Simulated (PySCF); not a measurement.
Ligand exchange on a metal centre used in film growth or etching (Zr F-H). Isolated molecules, 0 K electronic values unless said otherwise.

The numbers are results of TPSSh-D3(BJ)/def2-TZVP // BP86-D3(BJ)/def2-SVP run with PySCF, not measurements. 

```json
[
 {"species": "0 of 4 F replaced by H ([Zr(F)4])", "LUMO (eV)": "-1.88", "mean distance from the central atom to its bonded neighbours (Å)": "1.908", "HOMO–LUMO gap (eV)": "9.18"},
 {"species": "1 of 4 F replaced by H", "LUMO (eV)": "-2.30", "mean distance from the central atom to its bonded neighbours (Å)": "1.892", "HOMO–LUMO gap (eV)": "6.10"},
 {"species": "2 of 4 F replaced by H", "LUMO (eV)": "-2.80", "mean distance from the central atom to its bonded neighbours (Å)": "1.879", "HOMO–LUMO gap (eV)": "5.30"},
 {"species": "3 of 4 F replaced by H ([Zr(F)(H)3])", "LUMO (eV)": "-2.77", "mean distance from the central atom to its bonded neighbours (Å)": "1.866", "HOMO–LUMO gap (eV)": "5.24"},
 {"species": "4 of 4 F replaced by H ([Zr(H)4])", "LUMO (eV)": "-2.90", "mean distance from the central atom to its bonded neighbours (Å)": "1.855", "HOMO–LUMO gap (eV)": "5.05"}
]
```
